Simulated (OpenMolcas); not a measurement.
Mo5+: moving or changing the point charges

Mo5+ among 6 point charges of -1 e arranged as a tetragonal octahedron (D4h), 1.82 Å from the ion, with the axial distance 2.148 Å.

```json
{
  "Program": "OpenMolcas 26.06",
  "Method": "CASSCF",
  "Basis": "ANO-RCC-VTZP [7s6p4d2f1g]",
  "Scalar Hamiltonian": "DKH2, point nucleus",
  "Active space": "1 electron in 5 orbitals (4d)",
  "State averaging": "2S+1 = 2 even, 5 roots",
  "Spin-orbit coupling": "RASSI with atomic mean-field integrals over the reference wave functions"
}
```

Runs around this geometry, states (labels of D4, the rotations of D4h). Energies in cm-1 above the lowest state or level, χT in cm3 K/mol.

| R (Å) | q (e) | Axial / equatorial distance | Ground state | First state of that spin | First gap with spin-orbit (degeneracies) | χT at 300 K |
| --- | --- | --- | --- | --- | --- | --- |
| 1.82 | -0.65 | 1.18 | 2E | 2B2 1899 | 965.1 (2, 2) | 0.161 |
| 1.74 | -1 | 1.18 | 2E | 2B2 3232 | 995.1 (2, 2) | 0.120 |
| 1.82 | -1 | 1.18 | 2E | 2B2 2936 | 1021 (2, 2) | 0.132 |
| 1.98 | -1 | 1.18 | 2E | 2A1 2295 | 1068 (2, 2) | 0.161 |
| 1.82 | -1 | 1.27 | 2E | 2A1 2582 | 1176 (2, 2) | 0.149 |

Scaling the charges by -0.65 / -1 = 0.65 scales the first state of the same spin by 1899 / 2936 = 0.65; with fixed orbitals a first-order splitting would follow the charge.

An orbital doublet at a regular site is open to a Jahn-Teller distortion, which this geometry leaves out. Point charges carry no covalency, so the field is a model and not that of real ligands. No measured value stands beside these numbers.
